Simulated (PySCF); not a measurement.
AlH5OP2. Atoms are numbered in the order given.

```xyz
9

Al     0.3280    -0.1893    -0.1070
O      1.7730    -0.9099    -0.6610
H      2.4809    -1.3049    -0.1446
P     -0.1266     0.0543     2.1815
H      0.2723    -1.2858     2.4881
H     -1.5058    -0.2854     2.0138
P     -0.9807     0.7865    -1.7745
H     -2.2083     0.3701    -1.1688
H     -0.8789    -0.3666    -2.6143
```
Charge 0, spin multiplicity 1.

Coordinates come from a B3LYP-D3(BJ)/def2-SVP optimisation. The structure was generated by enumeration; whether it is a known compound was not checked. One conformer was computed; it need not be the lowest.

These are C-PCM-M06-2X/def2-SVP (PySCF) values and carry that method's errors.

The values are the electrostatic part of the solvation free energy, E(continuum) − E(gas) at the gas-phase geometry, in a cavity of scaled van der Waals radii (PySCF's table); cavitation and dispersion terms are not included. A continuum can't describe solvent molecules that bind to the metal. In vacuum the orbital gap is 7.64 eV. The dipole moment in vacuum is 2.09 D.

| solvent | ε | ΔG(elec) (kcal/mol) | dipole (D) | gap (eV) |
|---|---|---|---|---|
| water | 78.36 | -7.9 | 2.90 | 7.97 |
| ethylethanoate | 5.99 | -6.4 | 2.73 | 7.90 |
| acetonitrile | 35.69 | -7.7 | 2.88 | 7.96 |
